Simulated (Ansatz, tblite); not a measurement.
Removing and adding an electron: Zr(OH)4 (ZrO₄H₄). The state is a singlet with charge 0. Geometry: PBE-D4/def2-SVP. Ansatz, gas phase; energy differences of separate SCF runs; the oxidised species was run as a doublet alone; the reduced species was run as a doublet alone.

```tsv
atom	x (Å)	y (Å)	z (Å)
Zr1	0.000	0.000	0.000
O2	0.528	0.261	-1.847
H3	0.795	0.388	-2.765
O4	-1.850	0.532	0.225
H5	-2.769	0.801	0.336
O6	1.127	1.077	1.152
H7	1.684	1.613	1.729
O8	0.196	-1.870	0.470
H9	0.291	-2.802	0.700
```

In the def2 sets Zr takes a core potential; there is no spin–orbit coupling. The xTB rows come from tblite. HOMO above LUMO, or a gap near zero within one spin, warns that the state may not be the lowest or that an electron is smeared out.

Question: Estimate orbital energies and vertical ionisation energies and electron affinities at: GFN1-xTB; GFN2-xTB; PBE-D4/def2-TZVP; PBE-D4/def2-TZVPD; r2SCAN-D4/def2-TZVP; r2SCAN-D4/def2-TZVPD; PBE0-D4/def2-TZVP; PBE0-D4/def2-TZVPD.

Answer: 
```json
{"level": "GFN1-xTB", "−HOMO (eV)": "12.20", "vertical IE (eV)": "15.25", "−LUMO (eV)": "7.44", "vertical EA (eV)": "4.17", "HOMO–LUMO gap (eV)": "4.76", "IE − EA (eV)": "11.09", "remarks": "–"}
{"level": "GFN2-xTB", "−HOMO (eV)": "10.82", "vertical IE (eV)": "13.89", "−LUMO (eV)": "6.09", "vertical EA (eV)": "3.07", "HOMO–LUMO gap (eV)": "4.73", "IE − EA (eV)": "10.82", "remarks": "–"}
{"level": "PBE-D4/def2-TZVP", "−HOMO (eV)": "6.77", "vertical IE (eV)": "9.70", "−LUMO (eV)": "0.64", "vertical EA (eV)": "–", "HOMO–LUMO gap (eV)": "6.13", "IE − EA (eV)": "–", "remarks": "gap within one spin near zero (+1 doublet)"}
{"level": "PBE-D4/def2-TZVPD", "−HOMO (eV)": "6.91", "vertical IE (eV)": "–", "−LUMO (eV)": "0.86", "vertical EA (eV)": "-0.46", "HOMO–LUMO gap (eV)": "6.05", "IE − EA (eV)": "–", "remarks": "HOMO above zero (-1 doublet)"}
{"level": "r2SCAN-D4/def2-TZVP", "−HOMO (eV)": "7.15", "vertical IE (eV)": "9.95", "−LUMO (eV)": "0.00", "vertical EA (eV)": "–", "HOMO–LUMO gap (eV)": "7.14", "IE − EA (eV)": "–", "remarks": "–"}
{"level": "r2SCAN-D4/def2-TZVPD", "−HOMO (eV)": "7.24", "vertical IE (eV)": "–", "−LUMO (eV)": "0.26", "vertical EA (eV)": "-0.65", "HOMO–LUMO gap (eV)": "6.98", "IE − EA (eV)": "–", "remarks": "HOMO above zero (-1 doublet)"}
{"level": "PBE0-D4/def2-TZVP", "−HOMO (eV)": "8.44", "vertical IE (eV)": "10.41", "−LUMO (eV)": "-0.03", "vertical EA (eV)": "–", "HOMO–LUMO gap (eV)": "8.47", "IE − EA (eV)": "–", "remarks": "–"}
{"level": "PBE0-D4/def2-TZVPD", "−HOMO (eV)": "8.55", "vertical IE (eV)": "–", "−LUMO (eV)": "0.24", "vertical EA (eV)": "-0.62", "HOMO–LUMO gap (eV)": "8.30", "IE − EA (eV)": "–", "remarks": "HOMO above zero (-1 doublet)"}
```

Relaxing the reduced species (PBE-D4/def2-SVPD) changes its energy by -0.32 eV at PBE-D4/def2-TZVPD, so the adiabatic electron affinity to this nearest minimum is -0.13 eV. At PBE0-D4/def2-TZVPD it is -0.36 eV. The highest occupied level of the relaxed charge -1 doublet lies above zero (up to 1.47 eV). By energy differences, losing it releases 0.13 eV (each at its own geometry, to the charge 0 singlet, at PBE-D4/def2-TZVPD).     A HOMO above zero means that the electron is unbound at that level or that self-interaction error raises the level; the energy of removing that electron tells which. Raw xTB energy differences between charge states are shifted by several eV; the methods need an empirical correction for them. A negative affinity means that the extra electron isn't bound; its size then hangs on the basis.
